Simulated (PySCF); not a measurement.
A structure optimised at B3LYP-D3(BJ)/def2-TZVP, used in a PySCF frequency run:

```xyz
6

Ge    -0.0020    -1.1699     0.0000
Se     0.0423     1.2086     0.0000
H     -0.7118    -1.6932    -1.2587
H      1.4742    -1.5892     0.0000
H     -0.7118    -1.6932     1.2587
H     -1.4255     1.3186     0.0000
```
Charge 0, spin multiplicity 1.

### Question
Write its SMILES, formula and point group.

### Answer
[GeH3][SeH], GeH4Se, Cs

### Question
What are its rotational constants (standard atomic weights)?

### Answer
59.107, 2.2190, 2.1981 GHz
